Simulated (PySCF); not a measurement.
Point-charge models of `O=C(c1oc(OC)cc1)F` against its computed dipole.

Coordinates (GFN2-xTB, Å) and charges (e) from the PBE0/pcSseg-1 density (PySCF):

| atom | x | y | z | Mulliken | IAO | Hirshfeld | ESP-fitted |
| --- | --- | --- | --- | --- | --- | --- | --- |
| C1 | -2.551 | -0.677 | 0.205 | -0.0354 | -0.2148 | -0.0270 | -0.0841 |
| O2 | -1.964 | 0.586 | -0.077 | -0.4584 | -0.2975 | -0.0920 | -0.3597 |
| C3 | -0.642 | 0.626 | -0.119 | +0.4650 | +0.3993 | +0.1648 | +0.6834 |
| C4 | 0.171 | 1.714 | -0.369 | -0.1149 | -0.2694 | -0.1038 | -0.5982 |
| C5 | 1.480 | 1.227 | -0.298 | -0.0627 | -0.1427 | -0.0448 | +0.0413 |
| C6 | 1.392 | -0.121 | -0.010 | +0.0575 | +0.0416 | +0.0102 | -0.2849 |
| C7 | 2.426 | -1.097 | 0.171 | +0.6153 | +0.5835 | +0.2001 | +0.7766 |
| O8 | 3.605 | -0.959 | 0.114 | -0.3621 | -0.4113 | -0.2467 | -0.5034 |
| F9 | 1.904 | -2.335 | 0.446 | -0.2908 | -0.2998 | -0.1142 | -0.2698 |
| O10 | 0.073 | -0.476 | 0.097 | -0.4067 | -0.2419 | -0.0530 | -0.1428 |
| H11 | -2.232 | -1.043 | 1.184 | +0.1257 | +0.1548 | +0.0524 | +0.0895 |
| H12 | -2.278 | -1.411 | -0.557 | +0.1257 | +0.1548 | +0.0524 | +0.0894 |
| H13 | -3.625 | -0.511 | 0.198 | +0.1402 | +0.1731 | +0.0638 | +0.1386 |
| H14 | -0.155 | 2.711 | -0.572 | +0.1030 | +0.1804 | +0.0630 | +0.2557 |
| H15 | 2.391 | 1.773 | -0.436 | +0.0985 | +0.1900 | +0.0748 | +0.1683 |

Task: Form Σ q r in debye for every column and set it beside the full dipole.

Result: The full density gives (-4.51, 1.73, -0.25) D, 4.84 D in size; dipole vectors point from the negative to the positive end.

| scheme | μx | μy | μz | size (D) | share of the full size (%) | angle to the full dipole (°) |
| --- | --- | --- | --- | --- | --- | --- |
| Mulliken | -2.84 | 1.85 | -0.32 | 3.40 | 70 | 12 |
| IAO | -4.22 | 2.43 | -0.41 | 4.89 | 101 | 9 |
| Hirshfeld | -4.08 | 1.37 | -0.19 | 4.31 | 89 | 2 |
| ESP-fitted | -4.58 | 1.75 | -0.26 | 4.91 | 101 | 0 |

Task: Which set comes closest?

Result: Length of the difference vector: ESP-fitted 0.07 D, Hirshfeld 0.57 D, IAO 0.78 D, Mulliken 1.68 D. Closest: ESP-fitted. The schemes that divide the density aren't constrained to reproduce the dipole.

Task: What is left for the Hirshfeld atoms' own dipoles?

Result: The shares of the density sum to the whole, so what Σ q r misses lies in dipoles about the nuclei. The atomic dipoles sum to (-4.51, 1.73, -0.25) − (-4.08, 1.37, -0.19) = (-0.43, 0.36, -0.06) D, 0.57 D in size.

Task: With the origin at the mean of the coordinates, (0.000, 0.001, -0.001) Å, which are the largest single terms, by size, of the ESP-fitted dipole along the direction of the full one?

Result: C7 -9.94, O8 +8.97, O2 -3.53, F9 +3.41, C3 +2.72 D; all 15 atoms together +4.91 D. The single terms depend on the origin, their sum doesn't.

Task: Give the size of the full dipole in other units.

Result: 4.84 D = 1.904 au = 1.008 e·Å = 16.15 × 10⁻³⁰ C·m.

Isolated species at its GFN2-xTB geometry (one conformer only).

These values come from a run that also computed NMR shieldings. The run took about 80 s of CPU time (one thread, shared machine).

Shape of the structure used: `[CH3:1][O:2][c:3]1[cH:4][cH:5][c:6]([C:7](=[O:8])[F:9])[o:10]1`: C1–O2–C3–C4 180°, C5–C6–C7–O8 0°.
